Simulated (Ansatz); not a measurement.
C4H7Br (SMILES C=CCCBr) moved off its minimum; all values from Ansatz (an electronic-structure program), cores frozen in correlated methods.
(charge 0, multiplicity 1)
```xyz
12

C     -3.2729    -0.6114    -0.0838
C     -2.5579    -0.2863    -1.1392
C     -0.9887    -0.0884    -0.9645
C     -0.4147    -0.0033     0.4172
Br     1.6634     0.3446     0.3741
H     -4.2278    -0.5562    -0.1969
H     -3.0218    -0.3845     1.0029
H     -2.8154    -0.2641    -2.0779
H     -0.2942    -0.9519    -1.6480
H     -0.8333     0.8349    -1.5661
H     -0.6014    -1.0535     0.9386
H     -0.8933     0.7337     0.9526
```

Forces at PBE/def2-TZVPP (eV/Å):

| atom | Fx | Fy | Fz |
|---|---|---|---|
| C1 | 3.818 | 1.497 | 2.461 |
| C2 | 5.641 | -0.887 | 5.686 |
| C3 | 0.779 | -1.320 | -3.402 |
| C4 | 1.023 | -3.959 | -0.773 |
| Br5 | -1.827 | -0.245 | 0.134 |
| H6 | -6.449 | -0.421 | -0.726 |
| H7 | 0.451 | -0.836 | -1.305 |
| H8 | -1.942 | 0.079 | -5.161 |
| H9 | -2.135 | 2.114 | 1.782 |
| H10 | 0.453 | -0.104 | 0.370 |
| H11 | 0.791 | 2.039 | -0.700 |
| H12 | -0.602 | 2.042 | 1.634 |

### Question
Give the forces (eV/Å), the total energy and the dipole at CCSD(T)/aug-cc-pVTZ.

### Answer

| atom | Fx | Fy | Fz |
|---|---|---|---|
| C1 | 3.469 | 1.550 | 2.826 |
| C2 | 5.867 | -0.822 | 5.356 |
| C3 | 0.884 | -1.274 | -3.932 |
| C4 | 1.082 | -3.982 | -0.369 |
| Br5 | -2.112 | -0.290 | 0.099 |
| H6 | -6.264 | -0.475 | -0.722 |
| H7 | 0.485 | -0.887 | -1.527 |
| H8 | -1.949 | 0.052 | -4.938 |
| H9 | -2.265 | 2.230 | 1.938 |
| H10 | 0.464 | -0.244 | 0.539 |
| H11 | 0.836 | 2.228 | -0.800 |
| H12 | -0.498 | 1.915 | 1.531 |
Energy -2728.9085 hartree, dipole 2.31 D.
